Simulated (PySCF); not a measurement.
Pd²⁺ (palladium, charge +2): UHF calculation

Configuration: [Kr] 4d8, high-spin 3F determinant. Computed with PySCF 2.14 in def2-TZVPPD with the def2 core potential (28 electrons) (6s4p3d2f1g, 56 functions), with a scalar-relativistic core potential.

| Quantity | Value |
| --- | --- |
| Total energy | -126.161057 hartree |
| One-electron energy | -212.2230 hartree |
| Hartree (Coulomb) energy | 97.5698 hartree |
| Exchange energy | -11.5078 hartree |
| ⟨S²⟩ | 2.0039 |
| ⟨L²⟩ | 12.051 |
| Sum of ⟨r⟩ | 19.22 bohr |
| Sum of ⟨r²⟩ | 27.08 bohr² |

```
shell  electrons  mean orbital energy (hartree)  spread (hartree)  rms radius, mean of both spins (bohr)
 4s α          1                       -4.92325                 0                                   1.02
 4s β          1                       -4.77164                 0                                   1.02
 4p α          3                       -3.47019                 0                                   1.12
 4p β          3                       -3.28316                 0                                   1.12
 4d α          5                       -1.29348           0.04724                                   1.48
 4d β          3                       -1.22559                 0                                   1.48
```

Energies and moments cover only the electrons outside the core potential.
